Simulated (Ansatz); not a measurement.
Ansatz results at the PBE0-D4/def2-TZVP geometry: size of the dipole moment (ωB97M-V/def2-TZVPP) 1.44 D; size of the dipole moment (B3LYP/def2-TZVPP) 1.40 D; size of the dipole moment (PBE/def2-TZVPP) 1.42 D.

Each molecule was computed in one conformer, which needn't be the lowest.

Which molecule gave them?
A. `CO[B]S`•
B. `[F][GaH]`•
C. `[CH3][Ga]([CH3])[O]`•
D. `Cl[CH]I`•

A. The others give `Cl[CH]I`•: 0.70, 0.69, 0.63; `[F][GaH]`•: 2.23, 2.23, 2.02; `[CH3][Ga]([CH3])[O]`•: 2.65, 2.79, 3.03.

B3LYP here is the variant with VWN-RPA as its local correlation; programs differ in this.
